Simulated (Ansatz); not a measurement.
Ansatz (a quantum-chemistry and plane-wave program) input (RI-MP2/aug-cc-pVQZ):
A basis named .json is the Basis Set Exchange file of that set.

Ansatz 0.2 input:
```yaml
crystal:
  periodic: [false, false, false]
  atoms:
    - {symbol: B, position_ang: [0.13878280, -0.02423784, 0.00548867]}
    - {symbol: C, position_ang: [1.56790485, -0.27382807, 0.06200849]}
    - {symbol: C, position_ang: [-0.48645111, 1.46218053, -0.14832764]}
    - {symbol: C, position_ang: [-0.96245149, -1.20913570, 0.09102553]}
    - {symbol: H, position_ang: [2.00344141, -1.27072796, 0.16554457]}
    - {symbol: H, position_ang: [2.32170334, 0.51535939, 0.00550898]}
    - {symbol: H, position_ang: [0.28583924, 2.23864822, -0.20320629]}
    - {symbol: H, position_ang: [-1.14933960, 1.72161089, 0.69204816]}
    - {symbol: H, position_ang: [-1.10891904, 1.55815664, -1.05180925]}
    - {symbol: H, position_ang: [-1.64796521, -1.07667825, 0.94277826]}
    - {symbol: H, position_ang: [-1.60754465, -1.24013250, -0.80107915]}
    - {symbol: H, position_ang: [-0.50514302, -2.20034772, 0.19453312]}
basis:
  gaussian:
    orbitals: aug-cc-pVQZ
    fitting: {mean_field: def2-universal-jkfit, correlation: aug-cc-pVQZ-RIFIT.json}
total_charge: -1
magnetization: {spin_polarized: false}
correlation: {method: mp2, electrons: outside_noble_gas}
```

Output:

```
Functional definition: HF
integrals: 1.64 GiB planned
444 factors; integrals over basis functions are off by at most 4.0e0 eV
mean field: 3.58 GiB planned
mean field evaluation 1: about -3886.8142 eV, gradient 3.6e1 eV
mean field evaluation 2: about -3889.9694 eV, gradient 1.7e1 eV
mean field evaluation 4: about -3890.7898 eV, gradient 8.2e-1 eV
mean field evaluation 8: about -3890.7935 eV, gradient 2.3e-6 eV
mean field -3890.79346766 eV, -142.9840226618 hartree, gradient 2.3e-6 eV, S^2 0.000000; 0 other end points of the search recorded, 0 dependent functions left out
4 core orbitals not correlated
1312 factors; their error is unknown
reference -3890.79346766 eV, -142.9840226618 hartree; 12, 12 occupied and 672, 672 virtual orbitals, 1312 factors
second order -19.19906317 eV of doubles, -0.00000000 eV of singles
Total energy: -3909.99253083 eV, -143.6895752198 hartree
```

It need not be the lowest isomer of its formula. Whether it binds its extra electron was not tested at this geometry.
